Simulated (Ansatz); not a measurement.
Geometry optimisation, RKS BLYP/def2-SVP in Ansatz 0.2.0.

Input:

```yaml
crystal:
  periodic: [false, false, false]
  atoms:
    - { symbol: B, position_ang: [-1.1685, 0.3158, -0.3855] }
    - { symbol: O, position_ang: [-0.3884, 0.3628, 0.8404] }
    - { symbol: C, position_ang: [0.6849, -0.3294, 0.3596] }
    - { symbol: S, position_ang: [0.1187, -0.8426, -1.1727] }
    - { symbol: H, position_ang: [-0.08786, -1.16322, -2.49895] }
    - { symbol: H, position_ang: [1.5885, 0.3616, 0.2345] }
    - { symbol: H, position_ang: [0.9747, -1.1934, 1.0351] }
basis:
  gaussian: { orbitals: def2-SVP }
hamiltonian:
  xc: blyp
relax:
  f_tol: 0.02
  max_steps: 50
output:
  orbitals: {}
```

Launched with:

```bash
$ ansatz run input.yaml --threads 1 --pin off --max-ram 2048MiB --backend cpu --events-out ev --progress --plain --runs-dir out
```

Where does it end, and by what steps?

The forces met the threshold. The force dipped under the threshold on the way, but the program's further checks kept it going. After 19 steps the energy has fallen by 3.432 eV; B1 moved furthest, 1.05 Å. Parted: B1–S4.

```tsv
step	energy less start (eV)	largest force component (eV/Å)	accepted
0	0.0000	4.737	yes
1	-0.8054	3.295	yes
2	-1.4683	2.587	yes
3	-1.7229	1.628	yes
4	-1.8044	0.967	yes
5	-1.8675	0.505	yes
6	-2.0398	1.005	yes
7	-2.5550	1.424	yes
8	-3.0226	1.892	yes
9	-3.1409	2.324	yes
10	-3.2983	0.974	yes
11	-3.3706	0.556	yes
12	-3.4057	0.190	yes
13	-3.4233	0.390	yes
14	-3.4273	0.231	yes
15	-3.4283	0.197	yes
16	-3.4297	0.051	yes
17	-3.4303	0.018	yes
18	-3.4312	0.124	yes
19	-3.4319	0.007	yes
```

```xyz
7
Properties=species:S:1:pos:R:3
B -1.658 0.918 0.328
O -0.662 0.100 0.442
C 0.624 -0.461 0.142
S 0.624 -1.661 -1.241
H 0.510 -0.732 -2.234
H 1.325 0.371 -0.056
H 0.958 -1.024 1.033
```

The run took 35 s on 1 thread of Intel(R) Xeon(R) Platinum 8488C (Sapphire Rapids) (shared host), peak memory 0.15 GiB.
